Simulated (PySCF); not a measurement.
CF3CH2CN, C₃H₂F₃N.
SMILES: `N#CCC(F)(F)F`

Level of theory: PySCF 2.14.0, density-fitted response routines, TDDFT wB97X-D/def2-SVPD, vertical, gas phase, core orbitals frozen in the response. Geometry: PBE0-D3(BJ)/def2-SVP; no solvent, vibrations or thermal averaging. Torsions of this conformer, `[N:1]#[C:2][CH2:3][C:4]([F:5])([F:6])[F:7]`: C2–C3–C4–F5 60°.

Broadening: Gaussians 0.25 eV wide at half height, area fixed by f = 4.319×10⁻⁹ ∫ε dν̃. The width is an assumption, not a result. The curve ends short of the highest state used, and states not computed would add to its high-energy end.

(E (eV), ε (L mol⁻¹ cm⁻¹)): (7.23, 0), (7.33, 0), (7.43, 4), (7.53, 11), (7.63, 15), (7.73, 13), (7.83, 53), (7.93, 220), (8.03, 412), (8.12, 362), (8.22, 150), (8.32, 29), (8.42, 3), (8.52, 0), (8.62, 0), (8.72, 0), (8.82, 2), (8.92, 35), (9.01, 252), (9.11, 968), (9.21, 1575), (9.31, 1417), (9.41, 2038), (9.51, 4204), (9.61, 5882), (9.71, 4489), (9.81, 1634), (9.90, 328), (10.00, 25), (10.10, 1), (10.20, 0), (10.30, 4), (10.40, 122), (10.50, 1438), (10.60, 7832), (10.70, 23792)

Q: Locate the maxima and give the states behind the curve.

A: 163 nm (7.61 eV), ε about 15, made up of S1 (99%); 154 nm (8.06 eV), ε about 420, made up of S2 (79%) and S3 (21%); 134 nm (9.22 eV), ε about 1600, made up of S4 (96%); 129 nm (9.62 eV), ε about 5900, made up of S5 (11%), S6 (31%) and S7 (58%) (ε in L mol⁻¹ cm⁻¹; maxima over ε = 5, shares over 10%). At its high-energy end, 10.70 eV, the curve is still rising (ε about 24000, from S8 and S9). The states used: S1 7.61 eV (f 0.0001); S2 8.04 eV (f 0.0031); S3 8.12 eV (f 0.0010); S4 9.21 eV (f 0.014); S5 9.49 eV (f 0.013); S6 9.59 eV (f 0.018); S7 9.66 eV (f 0.035); S8 10.72 eV (f 0.113); S9 10.88 eV (f 0.446); S10 11.30 eV (f 0.056).

Q: Coming from long wavelengths, where does ε first pass 100 L mol⁻¹ cm⁻¹?

A: At about 158 nm (7.87 eV), 0.26 eV above S1.

Q: What would ε be at 9.62 eV, the highest of these maxima, with half the width (0.125 eV)?

A: About 8670 L mol⁻¹ cm⁻¹ against 5900, a factor of about 1.5; a lone state at its own centre would give exactly 2.

The vertical ionisation energy (ΔSCF) is 12.80 eV, 1.50 eV above S10.

On Arm Neoverse V1, one thread, on a shared host, this took 1.8 min of wall time.
